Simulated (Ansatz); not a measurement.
Molecular dynamics of BCl2FH2

Input:

```yaml
crystal:
  periodic: [false, false, false]
  atoms:
    - { symbol: B, position_ang: [0.014107, -0.288458, -0.016115] }
    - { symbol: F, position_ang: [0.020726, 0.061977, 1.570008] }
    - { symbol: Cl, position_ang: [1.547076, 0.197017, -0.772393] }
    - { symbol: Cl, position_ang: [-1.546099, 0.144883, -0.747968] }
    - { symbol: H, position_ang: [0.038497, -1.578557, 0.318881] }
    - { symbol: H, position_ang: [0.037091, -1.062763, 1.241788] }
basis:
  gaussian: { orbitals: cc-pVDZ }
hamiltonian:
  xc: b3lyp
  dispersion: d4
md:
  timestep: 0.5
  n_steps: 200
  ensemble: nve
  temperature: 100.0
  initial_velocities: maxwell_boltzmann
  seed: 7259
```

Launched with:

```bash
$ ansatz run input.yaml --threads 1 --pin off --max-ram 2048MiB --backend cpu --events-out ev --progress --plain --runs-dir out
```

It starts at the highest image of a converged band, a first-order saddle point between two minima.

Output, in part (step lines, the closing report, with atoms numbered from 0):

```
md step     0: t =     0.00 fs  T =   100.0 K  F+E_penalty+E_count = -28473.53144052 eV  E_kin = 0.051704 eV  conserved = -28473.47973652 eV  (26 SCF iters)
md step     1: t =     0.50 fs  T =    99.5 K  F+E_penalty+E_count = -28473.53118906 eV  E_kin = 0.051454 eV  conserved = -28473.47973543 eV  (31 SCF iters)
md step     2: t =     1.00 fs  T =    98.1 K  F+E_penalty+E_count = -28473.53046296 eV  E_kin = 0.050733 eV  conserved = -28473.47973020 eV  (31 SCF iters)
md step     3: t =     1.50 fs  T =    96.0 K  F+E_penalty+E_count = -28473.52934365 eV  E_kin = 0.049621 eV  conserved = -28473.47972224 eV  (30 SCF iters)
md step     4: t =     2.00 fs  T =    93.3 K  F+E_penalty+E_count = -28473.52796226 eV  E_kin = 0.048250 eV  conserved = -28473.47971183 eV  (30 SCF iters)
md step     5: t =     2.50 fs  T =    90.5 K  F+E_penalty+E_count = -28473.52648869 eV  E_kin = 0.046789 eV  conserved = -28473.47970001 eV  (30 SCF iters)
md step     6: t =     3.00 fs  T =    87.9 K  F+E_penalty+E_count = -28473.52511568 eV  E_kin = 0.045428 eV  conserved = -28473.47968770 eV  (30 SCF iters)
md step     7: t =     3.50 fs  T =    85.8 K  F+E_penalty+E_count = -28473.52404421 eV  E_kin = 0.044369 eV  conserved = -28473.47967566 eV  (30 SCF iters)
[... lines left out ...]
Total energy: -28474.16885540 eV, -1046.4064049513 hartree
Atom 0 at     0.006370    -0.483033    -1.454319 Å, force     0.220155    -0.564346    -0.522587 eV/Å
Atom 1 at     0.001384     0.346557     2.700531 Å, force    -0.021626    -0.114467    -0.425835 eV/Å
Atom 2 at     1.502484     0.127264    -0.836732 Å, force     0.664305     0.269752     0.311616 eV/Å
Atom 3 at    -1.486687     0.079471    -0.791451 Å, force    -0.695066     0.161633     0.252709 eV/Å
Atom 4 at     0.052272    -1.311403    -2.320539 Å, force    -0.184254     0.104580     0.034327 eV/Å
Atom 5 at    -0.050388     0.146653     1.789089 Å, force     0.016485     0.142848     0.349769 eV/Å
Dipole moment:    -0.026766    -0.142643    -0.510209 e Å
```

The steps, from the saved trajectory:

```json
{"time (fs)": "0", "T (K)": "100", "potential energy less start (eV)": "0.000", "conserved less start (meV/atom)": "0.00"}
{"time (fs)": "3", "T (K)": "88", "potential energy less start (eV)": "0.006", "conserved less start (meV/atom)": "0.01"}
{"time (fs)": "6", "T (K)": "97", "potential energy less start (eV)": "0.002", "conserved less start (meV/atom)": "0.02"}
{"time (fs)": "9", "T (K)": "201", "potential energy less start (eV)": "-0.052", "conserved less start (meV/atom)": "0.03"}
{"time (fs)": "12", "T (K)": "448", "potential energy less start (eV)": "-0.180", "conserved less start (meV/atom)": "0.01"}
{"time (fs)": "15", "T (K)": "778", "potential energy less start (eV)": "-0.351", "conserved less start (meV/atom)": "-0.02"}
{"time (fs)": "18", "T (K)": "1062", "potential energy less start (eV)": "-0.497", "conserved less start (meV/atom)": "-0.02"}
{"time (fs)": "21", "T (K)": "1279", "potential energy less start (eV)": "-0.610", "conserved less start (meV/atom)": "-0.03"}
{"time (fs)": "24", "T (K)": "1380", "potential energy less start (eV)": "-0.662", "conserved less start (meV/atom)": "-0.02"}
{"time (fs)": "27", "T (K)": "1416", "potential energy less start (eV)": "-0.680", "conserved less start (meV/atom)": "-0.01"}
{"time (fs)": "30", "T (K)": "1418", "potential energy less start (eV)": "-0.682", "conserved less start (meV/atom)": "-0.01"}
{"time (fs)": "33", "T (K)": "1367", "potential energy less start (eV)": "-0.655", "conserved less start (meV/atom)": "-0.02"}
{"time (fs)": "36", "T (K)": "1270", "potential energy less start (eV)": "-0.605", "conserved less start (meV/atom)": "0.01"}
{"time (fs)": "39", "T (K)": "1227", "potential energy less start (eV)": "-0.583", "conserved less start (meV/atom)": "0.00"}
{"time (fs)": "42", "T (K)": "1216", "potential energy less start (eV)": "-0.577", "conserved less start (meV/atom)": "0.01"}
{"time (fs)": "45", "T (K)": "1286", "potential energy less start (eV)": "-0.613", "conserved less start (meV/atom)": "-0.01"}
{"time (fs)": "48", "T (K)": "1357", "potential energy less start (eV)": "-0.650", "conserved less start (meV/atom)": "0.01"}
{"time (fs)": "51", "T (K)": "1429", "potential energy less start (eV)": "-0.687", "conserved less start (meV/atom)": "-0.02"}
{"time (fs)": "54", "T (K)": "1429", "potential energy less start (eV)": "-0.687", "conserved less start (meV/atom)": "-0.01"}
{"time (fs)": "57", "T (K)": "1374", "potential energy less start (eV)": "-0.659", "conserved less start (meV/atom)": "-0.01"}
{"time (fs)": "60", "T (K)": "1275", "potential energy less start (eV)": "-0.607", "conserved less start (meV/atom)": "0.02"}
{"time (fs)": "63", "T (K)": "1267", "potential energy less start (eV)": "-0.603", "conserved less start (meV/atom)": "-0.01"}
{"time (fs)": "66", "T (K)": "1275", "potential energy less start (eV)": "-0.607", "conserved less start (meV/atom)": "0.00"}
{"time (fs)": "69", "T (K)": "1311", "potential energy less start (eV)": "-0.626", "conserved less start (meV/atom)": "-0.01"}
{"time (fs)": "72", "T (K)": "1338", "potential energy less start (eV)": "-0.640", "conserved less start (meV/atom)": "0.00"}
{"time (fs)": "75", "T (K)": "1330", "potential energy less start (eV)": "-0.636", "conserved less start (meV/atom)": "-0.03"}
{"time (fs)": "78", "T (K)": "1257", "potential energy less start (eV)": "-0.598", "conserved less start (meV/atom)": "0.00"}
{"time (fs)": "81", "T (K)": "1202", "potential energy less start (eV)": "-0.570", "conserved less start (meV/atom)": "0.00"}
{"time (fs)": "84", "T (K)": "1139", "potential energy less start (eV)": "-0.537", "conserved less start (meV/atom)": "0.01"}
{"time (fs)": "87", "T (K)": "1166", "potential energy less start (eV)": "-0.551", "conserved less start (meV/atom)": "-0.01"}
{"time (fs)": "90", "T (K)": "1238", "potential energy less start (eV)": "-0.589", "conserved less start (meV/atom)": "0.01"}
{"time (fs)": "93", "T (K)": "1320", "potential energy less start (eV)": "-0.631", "conserved less start (meV/atom)": "-0.01"}
{"time (fs)": "96", "T (K)": "1371", "potential energy less start (eV)": "-0.657", "conserved less start (meV/atom)": "-0.02"}
{"time (fs)": "99", "T (K)": "1352", "potential energy less start (eV)": "-0.647", "conserved less start (meV/atom)": "-0.02"}
```

The run went to its last step. The conserved energy stayed within 0.039 meV per atom of its start (net change -0.026 meV per atom), so the integration is sound. The kinetic energy rose, since the run started high on the potential surface and went downhill. It ends in pieces (BCl2H + FH), so much of that is their flight and rotation, not heat. A run of 0.1 ps of so small a system gives no equilibrium averages. The orbitals stay closed-shell, which can raise the energy where a bond breaks towards radicals; this wasn't checked here.

Between its relaxed ends the band would form B1–H5, F2–H6 and break B1–F2, H5–H6. These pairs go: B1–H5 1.33 → 1.20 Å, F2–H6 1.17 → 0.93 Å, B1–F2 1.62 → 4.24 Å, H5–H6 1.06 → 4.36 Å. In the last frame they stand as after the step (other bonds may differ from the relaxed reactants and products). It ends as BCl2H + FH. Pairs count as bonded within 1.25 times the sum of covalent radii (0.12 Å more for H–H).

Last frame:

```xyz
6
Properties=species:S:1:pos:R:3
B 0.006 -0.483 -1.454
F 0.001 0.347 2.700
Cl 1.502 0.127 -0.837
Cl -1.487 0.080 -0.791
H 0.052 -1.311 -2.321
H -0.050 0.147 1.789
```

Run time: 5.2 min on 1 thread of Intel(R) Xeon(R) 6975P-C (Granite Rapids), with other jobs on the host, peak memory 0.18 GiB.
